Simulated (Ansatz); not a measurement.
Input for Ansatz (a first-principles code): R-CCSD(T)/cc-pVTZ on BH5N2 (SMILES NBN), a point of a torsion scan.

Ansatz 0.2 input:
```yaml
crystal:
  periodic: [false, false, false]
  atoms:
    - {symbol: N, position_ang: [1.27211861, -0.20586478, 0.15351140]}
    - {symbol: B, position_ang: [0.07421379, 0.51330940, 0.04403914]}
    - {symbol: N, position_ang: [-0.79302581, 0.27732010, -1.03134063]}
    - {symbol: H, position_ang: [1.56038053, -0.90312986, -0.51030507]}
    - {symbol: H, position_ang: [1.92875108, -0.07806487, 0.90046883]}
    - {symbol: H, position_ang: [-0.20301430, 1.31416029, 0.85380254]}
    - {symbol: H, position_ang: [-0.60665671, -0.39615504, -1.75355947]}
    - {symbol: H, position_ang: [-1.66143892, 0.76199563, -1.15935090]}
basis:
  gaussian:
    orbitals: cc-pVTZ
magnetization: {spin_polarized: false}
correlation: {method: ccsd_t, electrons: outside_noble_gas}
scf: {lower_state_search: off}
```

Predict the final total energy.

-137.2148 hartree (reference determinant -136.6332, T1 diagnostic 0.011).

How many basis functions does it have, and what does it roughly cost on one machine?

160 functions; about 15 core-seconds (a rough figure).
